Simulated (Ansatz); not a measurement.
(KNH2)2 ring (K₂N₂H₄). Total charge 0; singlet. Geometry r2SCAN-D4/def2-SVP; atoms count from 1.

```xyz
8

K     1.176    0.871   -1.034
N    -0.001   -1.489   -1.257
K    -1.186   -0.866    1.027
N     0.001    1.490    1.256
H    -0.594   -1.663   -2.082
H     0.596   -2.329   -1.279
H    -0.591    2.333    1.289
H     0.599    1.653    2.079
```

**Question.** Estimate the Mulliken populations from the PBE0/def2-TZVP orbitals of Ansatz.

**Answer.** 
```json
{"atom": "K1", "charge (e)": "0.70"}
{"atom": "N2", "charge (e)": "-1.08"}
{"atom": "K3", "charge (e)": "0.70"}
{"atom": "N4", "charge (e)": "-1.08"}
{"atom": "H5", "charge (e)": "0.19"}
{"atom": "H6", "charge (e)": "0.19"}
{"atom": "H7", "charge (e)": "0.19"}
{"atom": "H8", "charge (e)": "0.19"}
```
Mulliken values depend strongly on the basis.
